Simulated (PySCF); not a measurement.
C9H8FNS, SMILES Cn1cccc1-c1sccc1F.

The structure is a stationary point at PBE0-D3(BJ)/def2-SVP. The structure was generated by enumeration, and PubChem lists no compound with its InChIKey, so it may never have been made. The values are those of a single conformer.

All values below come from SMD-PBE0/def2-SVP run with PySCF.

Solvation free energies are E(SMD) − E(gas) at the gas-phase geometry, for 1 M in both phases. In vacuum the dipole moment is 2.63 D.

Computed solvation free energies in water, cyclohexanone, ethylethanoate:
```json
[
 {"solvent": "water", "ΔG(solv) (kcal/mol)": "-2.5", "its non-electrostatic (CDS) part": "5.2", "dipole (D)": "3.79"},
 {"solvent": "cyclohexanone", "ΔG(solv) (kcal/mol)": "-8.1", "its non-electrostatic (CDS) part": "-1.2", "dipole (D)": "3.68"},
 {"solvent": "ethylethanoate", "ΔG(solv) (kcal/mol)": "-8.1", "its non-electrostatic (CDS) part": "-2.4", "dipole (D)": "3.48"}
]
```
